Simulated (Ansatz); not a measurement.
Breaking the Sn1–H2 bond in CH4Sn (SMILES [CH3][SnH]) (multiplicity 1 held, fragments rigid). Energies count from the point at 1.787 Å.
Geometry at that point (charge 0, multiplicity 1):
```xyz
6

Sn     0.00984     0.25050     0.24519
H     -0.34595     1.41340    -1.06485
C     -0.01334    -1.45640    -1.15807
H      0.73725    -1.29419    -1.93601
H     -0.98669    -1.50317    -1.65333
H      0.18357    -2.40265    -0.65673
```

Signs of static correlation in def2-SVP, with CASSCF(2,2), from Ansatz (an electronic-structure program) runs.

```
R (Å)  T1 of restricted CCSD  ⟨S²⟩ of UHF  largest double amplitude of restricted CCSD  weight of the CASSCF reference in MRCISD  CASSCF natural occupations
-----  ---------------------  -----------  -------------------------------------------  ----------------------------------------  --------------------------
1.430                  0.011        0.253                                        0.095                                     0.906                   1.98 0.02
1.609                  0.011        0.189                                        0.089                                     0.906                   1.98 0.02
1.787                  0.012        0.130                                        0.083                                     0.906                   1.97 0.03
1.966                  0.013        0.077                                        0.076                                     0.906                   1.96 0.04
2.145                  0.015        0.029                                        0.082                                     0.906                   1.94 0.06
2.413                  0.020   (withheld)                                        0.146                                     0.906                   1.90 0.10
2.681                  0.027        0.584                                        0.225                                     0.906                   1.84 0.16
3.128                  0.048        0.863                                        0.368                                     0.906                   1.68 0.32
3.575                  0.075        0.959                                        0.542                                     0.905                   1.48 0.52
4.111                  0.106        0.997                                        0.765                                     0.905                   1.27 0.73
4.826                  0.130        1.009                                   (withheld)                                     0.905                   1.12 0.88
5.720                  0.140        1.012                                        1.113                                     0.905                   1.04 0.96
```

Task: Complete the blanks.

Result: 
- 2.413, ⟨S²⟩ of UHF: 0.193
- 4.826, largest double amplitude of restricted CCSD: 0.986

Doubts at one or more of the structures used: a restricted determinant that unrestricted orbitals would lower (R-CCSD(T)/def2-SVP); other coupled-cluster roots lie near (R-CCSD(T)/def2-SVP); T1 above 0.05 (R-CCSD(T)/def2-SVP, U-CCSD(T)/def2-SVP); a spin-contaminated determinant (U-CCSD(T)/def2-SVP).
